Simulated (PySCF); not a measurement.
**Au (gold, neutral): wB97X calculation**

Configuration: [Xe] 4f14 5d10 6d1, 2D determinant (an excited configuration). Calculation: PySCF 2.14, in aug-cc-pVDZ-PP with ECP60MDF; a scalar-relativistic core potential.

| Property | Result |
| --- | --- |
| Total energy | -135.3993 hartree |
| One-electron energy | -236.1165 hartree |
| Hartree (Coulomb) energy | 113.4915 hartree |
| Exchange-correlation energy | -12.7743 hartree |
| ⟨S²⟩ | 0.7502 |
| ⟨L²⟩ | 6.005 |
| Sum of ⟨r⟩ | 30.42 bohr |
| Sum of ⟨r²⟩ | 78.46 bohr² |
| Traceless quadrupole moment −½Σ⟨3z² − r²⟩ along its main axis | 10.9 e·bohr² |

```json
{"shell": "5s α", "electrons": "1", "mean orbital energy (eV)": "-118.37", "spread (eV)": "0", "rms radius, mean of both spins (bohr)": "0.999"}
{"shell": "5s β", "electrons": "1", "mean orbital energy (eV)": "-118.35", "spread (eV)": "0", "rms radius, mean of both spins (bohr)": "0.999"}
{"shell": "5p α", "electrons": "3", "mean orbital energy (eV)": "-69.660", "spread (eV)": "0.026", "rms radius, mean of both spins (bohr)": "1.16"}
{"shell": "5p β", "electrons": "3", "mean orbital energy (eV)": "-69.638", "spread (eV)": "0.047", "rms radius, mean of both spins (bohr)": "1.16"}
{"shell": "5d α", "electrons": "5", "mean orbital energy (eV)": "-14.549", "spread (eV)": "0.045", "rms radius, mean of both spins (bohr)": "1.72"}
{"shell": "5d β", "electrons": "5", "mean orbital energy (eV)": "-14.535", "spread (eV)": "0.071", "rms radius, mean of both spins (bohr)": "1.72"}
{"shell": "6d α", "electrons": "1", "mean orbital energy (eV)": "-0.517", "spread (eV)": "0", "rms radius, mean of both spins (bohr)": "6.24"}
```

Energies and moments cover only the electrons outside the core potential. Spin-orbit coupling, absent here, splits the open shell strongly. The outer electron is Rydberg-like, and this basis confines it to a smaller radius and binds it less than a complete one would.
